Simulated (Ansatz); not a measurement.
`BOCCC` + `[SiH3]Cl` → `BOC[SiH2]Cl` + `CC`  (formal exchange of groups at a C–C bond)

Gas-phase electronic energies from Ansatz, PBE0-D4/def2-TZVP geometries. CCSD(T)/CBS adds triple-zeta CCSD(T) − MP2 to the extrapolated MP2 energy (def2 sets, frozen cores). This one scheme is used for every species. DFT in def2-TZVPP. B3LYP here is the variant with VWN-RPA as its local correlation; programs differ in this. Each species was taken in one conformer, which may not be the lowest.

`BOCCC`:

```xyz
14

B    -0.778    2.372   -0.886
O    -1.093    1.322   -0.118
C    -0.567    0.025   -0.355
C     0.348   -0.393    0.774
C     0.863   -1.809    0.585
H    -1.262    3.427   -0.591
H    -0.038    2.235   -1.826
H    -0.034    0.011   -1.313
H    -1.417   -0.660   -0.426
H    -0.198   -0.306    1.718
H     1.185    0.312    0.828
H     1.427   -1.908   -0.346
H     1.524   -2.099    1.404
H     0.041   -2.529    0.553
```

`[SiH3]Cl`:

Cartesian coordinates in Å:
```
Si -0.089 0.069 -0.061
Cl 1.335 -1.039 0.919
H -1.426 -0.356 0.414
H 0.044 -0.175 -1.516
H 0.136 1.501 0.244
```

`BOC[SiH2]Cl`:

Z-matrix (Å, degrees):
```
C
O 1 1.424
Si 1 1.885 2 108.5
H 1 1.094 2 108.4 3 -119.8
H 1 1.096 2 111.0 3 121.8
B 2 1.343 1 122.2 3 -113.0
Cl 3 2.056 1 107.9 2 -179.0
H 3 1.482 1 109.9 2 62.5
H 3 1.480 1 111.0 2 -60.1
H 6 1.202 2 120.1 1 -1.4
H 6 1.195 2 116.6 1 178.7
```

`CC`:

```xyz
8

C    -0.681   -0.331   -0.053
C     0.681    0.331    0.053
H    -1.488    0.393    0.079
H    -0.820   -0.803   -1.029
H    -0.808   -1.106    0.707
H     1.488   -0.393   -0.079
H     0.820    0.804    1.029
H     0.808    1.106   -0.707
```

```
        level  ΔE (kcal/mol)
          PBE           -4.4
        B3LYP           -4.1
HF/def2-QZVPP           -2.1
 HF/CBS(def2)           -2.1
```

Q: What does CCSD(T)/CBS give? (Best estimate.)

A: Ansatz gave: -3.3 kcal/mol. The listed levels differ from it by -1.1, -0.8, 1.2, 1.2 kcal/mol.

Largest T1 diagnostic among the species: 0.013.

In def2-TZVPP, CCSD(T) changes the Hartree–Fock value by −0.9 kcal/mol (the triples alone add −0.2 kcal/mol) and MP2 by −1.2 kcal/mol.
